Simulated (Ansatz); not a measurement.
Start from `NCC[SiH2]N` and change one atom or group to get `N[SiH2]CBS`.

Ansatz, PBE0-D4/def2-TZVP geometries, multiplicity 1. Each molecule was computed in one conformer, which needn't be the lowest.

```csv
property,`NCC[SiH2]N`
LUMO energy (B3LYP/def2-TZVPP) / eV,0.29
HOMO energy (PBE/def2-TZVPP) / eV,-5.29
HOMO–LUMO gap (ωB97M-V/def2-TZVPP) / eV,11.22
HOMO energy (ωB97M-V/def2-TZVPP) / eV,-9.18
HOMO–LUMO gap (PBE0/def2-TZVPP) / eV,7.37
size of the dipole moment (ωB97M-V/def2-TZVPP) / D,2.52
```

What does the change do to each property? (Estimate.)

Computed: 
| property | `N[SiH2]CBS` | shift |
| --- | --- | --- |
| LUMO energy (B3LYP/def2-TZVPP) / eV | -1.08 | -1.37 |
| HOMO energy (PBE/def2-TZVPP) / eV | -6.07 | -0.78 |
| HOMO–LUMO gap (ωB97M-V/def2-TZVPP) / eV | 10.79 | -0.43 |
| HOMO energy (ωB97M-V/def2-TZVPP) / eV | -9.78 | -0.60 |
| HOMO–LUMO gap (PBE0/def2-TZVPP) / eV | 6.54 | -0.83 |
| size of the dipole moment (ωB97M-V/def2-TZVPP) / D | 1.28 | -1.24 |

With PBE0 the HOMO falls by 0.68 eV and the LUMO falls by 1.50 eV, so the gap narrows by about 0.82 eV. PBE moves the HOMO by -0.78 eV and ωB97M-V by -0.60 eV. Dipoles are sizes alone; their direction can turn.

B3LYP here is the variant with VWN-RPA as its local correlation; programs differ in this.
